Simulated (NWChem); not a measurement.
System: VOF₃; SMILES [O]=[V]([F])([F])[F]

Excerpt of the output:

```
             Northwest Computational Chemistry Package (NWChem) 7.3.0
             --------------------------------------------------------

 C3  symmetry detected

                             Geometry "geometry" -> ""
                             -------------------------

 Output coordinates in angstroms (scale by  1.889725989 to convert to a.u.)

  No.       Tag          Charge          X              Y              Z
 ---- ---------------- ---------- -------------- -------------- --------------
    1 V                   23.0000     0.00000000     0.00000000     0.03622759
    2 O                    8.0000     0.00000000     0.00000000     1.60039759
    3 F                    9.0000    -1.47817229     0.68884459    -0.50505241
    4 F                    9.0000     0.14252923    -1.62455705    -0.50505241
    5 F                    9.0000     1.33564306     0.93571245    -0.50505241

 Effective nuclear repulsion energy (a.u.)     341.9427618332

      Symmetry information
      --------------------

 Group name             C3
 Group number              5
 Group order               3
 No. of unique centers     3

                                 NWChem DFT Module
                                 -----------------

 Summary of "ao basis" -> "ao basis" (spherical)
 ------------------------------------------------------------------------------
       Tag                 Description            Shells   Functions and Types
 ---------------- ------------------------------  ------  ---------------------
 V                          def2-svp                11       31   5s3p2d1f
 O                          def2-svp                 6       14   3s2p1d
 F                          def2-svp                 6       14   3s2p1d

      Symmetry analysis of basis
      --------------------------

        a          33
        e+         27
        e-         27

  Rotation of axis

            General Information
            -------------------
          SCF calculation type: DFT
          Wavefunction type:  closed shell.
          No. of atoms     :     5
          No. of electrons :    58
           Alpha electrons :    29
            Beta electrons :    29
          Charge           :     0
          Spin multiplicity:     1
          Use of symmetry is: on ; symmetry adaption is: on
          Maximum number of iterations: 150
          AO basis - number of functions:    87
                     number of shells:    35
          Convergence on energy requested:  1.00D-06
          Convergence on density requested:  1.00D-05
          Convergence on gradient requested:  5.00D-04

              XC Information
              --------------
                      HCTH407 Method XC Functional
                      HCTH407  Exchange Functional  1.000
                   HCTH407  Correlation Functional  1.000

             Grid Information
             ----------------
          Grid used for XC integration:  medium
          Radial quadrature: Mura-Knowles
          Angular quadrature: Lebedev.
          Tag              B.-S. Rad. Rad. Pts. Rad. Cut. Ang. Pts.
          ---              ---------- --------- --------- ---------
          V                   1.35      112          10.0       590
          O                   0.60       49           7.0       434
          F                   0.50       49           7.0       434
          Grid pruning is: on
          Number of quadrature shells:   210
          Spatial weights used:  Erf1

      Superposition of Atomic Density Guess
      -------------------------------------

 Sum of atomic energies:       -1315.25105915

      Non-variational initial energy
      ------------------------------

 Total energy =   -1314.801771
 1-e energy   =   -2494.829425
 2-e energy   =     838.084892
 HOMO         =      -0.507357
 LUMO         =      -0.021295

      Symmetry analysis of molecular orbitals - initial
      -------------------------------------------------

  Numbering of irreducible representations:

     1 a           2 e+          3 e-

  Orbital symmetries:

     1 a           2 a           3 e+          4 e+          5 a
     6 a           7 a           8 e+          9 e+         10 a
    11 a          12 e+         13 e+         14 a          15 e+
    16 e+         17 a          18 a          19 e+         20 e+
    21 e+         22 e+         23 a          24 e+         25 e+
    26 a          27 e+         28 e+         29 a          30 a
    31 e+         32 e+         33 e+         34 e+         35 a
    36 a          37 e+         38 e+         39 a

     ---------------------------------------------
      Total Density - Mulliken Population Analysis
     ---------------------------------------------

    Atom       Charge   Shell Charges
 -----------   ------   -------------------------------------------------------
    1 V   23    19.50   2.00  2.00  2.00  0.14  0.01  6.00  6.01  0.21  0.57  0.52  0.04
    2 O    8     9.32   1.99  1.17  0.76  3.33  2.06  0.01
    3 F    9     9.73   1.99  1.16  0.81  3.59  2.18  0.00
    4 F    9     9.73   1.99  1.16  0.81  3.59  2.18  0.00
    5 F    9     9.73   1.99  1.16  0.81  3.59  2.18  0.00

[...]
```

Level: HCTH/407/def2-SVP. All runs use the structure optimised with PBE-D3(BJ)/def2-SVP.

Problem. Reconstruct the input file.

Solution. One answer among several that fit: the input that was run:
```
start job
memory heap 200 mb stack 900 mb global 1100 mb
geometry units angstroms noautoz
  V      0.000000     0.000000     0.040881
  O      0.000000     0.000000     1.605051
  F      0.150887    -1.623802    -0.500399
  F      1.330811     0.942573    -0.500399
  F     -1.481697     0.681229    -0.500399
end
basis spherical
  V library def2-svp
  O library def2-svp
  F library def2-svp
end
dft
  xc hcth407
  iterations 150
  mulliken
end
task dft energy
```
